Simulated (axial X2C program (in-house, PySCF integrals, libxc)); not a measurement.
Correcting the dissociation energy of BrCl for spin–orbit coupling

A spin-free CCSD(T) curve (one-electron X2C) was computed with an in-house relativistic program for diatomic molecules, basis Br dyall-cv4z [10s10p7d5f3g], Cl dyall-av4z [10s9p4d3f2g] (cores contracted in-house), for the state M_S = 0, Λ = 0 (closed shell). It gives D0 = 2.301 eV to Br + Cl, which in a spin-free picture are the weighted means of the ground terms.

Correlated methods: 14 electrons correlated (number of frozen shells: Br 3 s, 2 p, 1 d; Cl 2 s, 1 p), 348 virtual spin orbitals or spinors in MP2, 180 natural virtuals in coupled cluster.

Measured levels of the ground terms (NIST Handbook of Basic Atomic Spectroscopic Data), in cm⁻¹: Br 2P: J = 3/2 at 0, J = 1/2 at 3685.2; Cl 2P: J = 3/2 at 0, J = 1/2 at 882.4.

The molecular state has Λ = 0, so it has no first-order lowering.

Question: How far does each ground level lie under the (2J+1)-weighted mean of its term?

Answer: Br: (4 × 0 + 2 × 3685.2)/6 = 1228 cm⁻¹; Cl: (4 × 0 + 2 × 882.4)/6 = 294 cm⁻¹.

Question: Correct D0.

Answer: D0 = 2.301 + (0 − 1522)/8065.5 = 2.112 eV at CCSD(T) with these spin–orbit terms. The direct two-component run, taken to the lowest atomic determinants of a wider search where it found them, gives 2.140 eV; the difference holds second-order terms in the molecule, scalar two-electron terms, the gap between measured and computed atomic splittings (a 2c atom can miss part of its lowering) and, in coupled cluster, the truncation of each run.

Second-order spin–orbit effects in the molecule, which grow quickly with Z, are left out. Occupations by symmetry block were frozen at the best pattern of an incomplete PBE0 search. Dissociation energies refer to the lowest single-determinant-based atoms at the same level and basis. CCSD and (T) use frozen natural virtuals with an MP2 correction for the truncation; (T) itself is uncorrected, so its De runs slightly low.
